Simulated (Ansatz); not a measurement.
Total energies of `[NH][Si](N)(F)F` radical.

```xyz
8

N     1.259   -0.995    0.497
Si   -0.135    0.016    0.454
N    -0.506    0.299   -1.158
F    -1.243   -0.758    1.283
F    -0.017    1.434    1.160
H     2.026   -0.719    1.109
H    -0.953    1.138   -1.482
H    -0.432   -0.415   -1.862
```

The species carries charge 0 and has multiplicity 2. All single points use the PBE0-D4/def2-TZVP geometry. It is one conformer, not always the lowest. Basis def2-TZVPP, Ansatz 0.2.0.

RPA on PBE orbitals: Hartree–Fock energy of these orbitals -598.70973 Eh, correlation -1.54903 Eh (frozen core).

```tsv
functional	energy without D4 (Eh)	D4 term (kJ/mol)
LDA (SPW92)	-597.44638	–
PBE	-600.30183	-15.4
revPBE	-600.60098	-49.6
B97M-V	-600.61364	–
PBE0	-600.33693	-12.8
r2SCAN0	-600.57249	-4.2
HSE06 (plane-wave form)	-600.31706	-11.9
BHLYP	-600.65287	-18.4
CAM-B3LYP	-600.69936	-12.9
LC-ωPBE	-600.50957	–
```

Problem. Give the same for BLYP, r2SCAN, B3LYP, r2SCANh, ωB97X-V, ωB97M-V, B2PLYP, PBE-QIDH. (An estimate is asked.)

Solution. Computed: 
| functional | energy without D4 (Eh) | D4 term (kJ/mol) |
| --- | --- | --- |
| BLYP | -600.72760 | -34.8 |
| r2SCAN | -600.61602 | -3.6 |
| B3LYP | -600.79837 | -25.0 |
| r2SCANh | -600.59805 | -3.8 |
| ωB97X-V | -600.62488 | – |
| ωB97M-V | -600.67513 | – |
| B2PLYP | -600.47330 | – |
| PBE-QIDH | -600.21856 | – |

B3LYP takes the VWN-RPA correlation (the form of Gaussian; ORCA's B3LYP/G). HSE06 is the plane-wave form, built on full-range PBE exchange. The double hybrids freeze the cores in their second-order part.

LC-ωPBE has ω = 0.4 bohr⁻¹.
